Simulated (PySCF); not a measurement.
**Successive ionisation energies of lutetium**

Calculated with PySCF 2.14, two-component X2C-1e (Gaussian nucleus, no Breit or QED terms), each ion in its own even-tempered basis; GMP2 freezes the deep shells of the larger ions and drops the highest virtual spinors; eV.

```tsv
ion	configuration	GHF (spin-free)	GHF (screened spin-orbit)	GMP2 (screened spin-orbit)	NIST	kind
Lu³⁸⁺	[Ar] 3d10 4s2 4p3	1771.0	1741.4	1742.3	1747 ± 4	theoretical
Lu³⁹⁺	[Ar] 3d10 4s2 4p2	1820.6	1869.2	1870.8	1875 ± 4	theoretical
Lu⁴⁰⁺	[Ar] 3d10 4s2 4p1	1871.3	1926.7	1927.4	1933 ± 4	theoretical
Lu⁴¹⁺	[Ar] 3d10 4s2	2053.6	2053.3	2056.1	2067 ± 4	theoretical
Lu⁴²⁺	[Ar] 3d10 4s1	2111.7	2111.5	2112.7	2125.5 ± 1.1	semi-empirical
Lu⁴³⁺	[Ar] 3d10	3614.2	3591.6	3593.0	3590 ± 4	theoretical
Lu⁴⁴⁺	[Ar] 3d9	3727.4	3706.9	3708.3	3706 ± 4	theoretical
Lu⁴⁵⁺	[Ar] 3d8	3850.1	3830.1	3831.2	3828 ± 4	theoretical
Lu⁴⁶⁺	[Ar] 3d7	3974.6	3961.8	3962.0	3960 ± 4	theoretical
Lu⁴⁷⁺	[Ar] 3d6	4092.0	4087.6	4087.5	4086 ± 4	theoretical
Lu⁴⁸⁺	[Ar] 3d5	4257.3	4212.1	4211.9	4211 ± 4	theoretical
Lu⁴⁹⁺	[Ar] 3d4	4378.5	4405.5	4406.3	4403 ± 4	theoretical
```

(1) Where is the largest relative jump?

## Answers

(1) From Lu⁴²⁺ to Lu⁴³⁺: 2112.7 to 3593.0 eV, where the electron removed from [Ar] 3d10 comes from a deeper shell or subshell.
